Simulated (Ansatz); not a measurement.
Program: Ansatz. Geometries: PBE0-D4/def2-TZVP. ΔE: electronic, gas phase. CCSD(T)/CBS is the MP2 limit (def2-TZVPP, def2-QZVPP) plus CCSD(T) − MP2 in def2-TZVPP, frozen cores. This one scheme is used for every species. DFT in def2-TZVPP. One conformer a species, not always the lowest.

Reaction (ligand exchange at the Si–S bond): `[NH2][AlH][SiH2]S` + CH₃SH → `CS[SiH2][AlH][NH2]` + H₂S

```json
{"level": "PBE0", "ΔE (eV)": "0.04"}
{"level": "CCSD(T)/def2-TZVPP", "ΔE (eV)": "0.00"}
```

(1) What does CCSD(T)/CBS give? (Estimate.)

Largest T1 diagnostic among the species: 0.013.

Results:

(1) Ansatz gave: -0.01 eV. The listed levels differ from it by 0.05, 0.01 eV.

The D4 term adds −0.08 eV with B3LYP and −0.05 eV with PBE0; it sums over pairs of atoms, weighted by their polarisabilities, and B3LYP, whose exchange is more repulsive, gets the larger term. Leaving LDA and LC-ωPBE aside and taking each functional with its dispersion term where it has one, the values, not all of them listed here, spread over 0.07 eV, from revPBE-D4 to B2PLYP. LDA lies −0.06 eV from PBE without D4. In def2-TZVPP, CCSD(T) changes the Hartree–Fock value by −0.10 eV (the triples alone add −0.02 eV) and MP2 by −0.11 eV.

B3LYP here is the variant with VWN-RPA as its local correlation; programs differ in this.
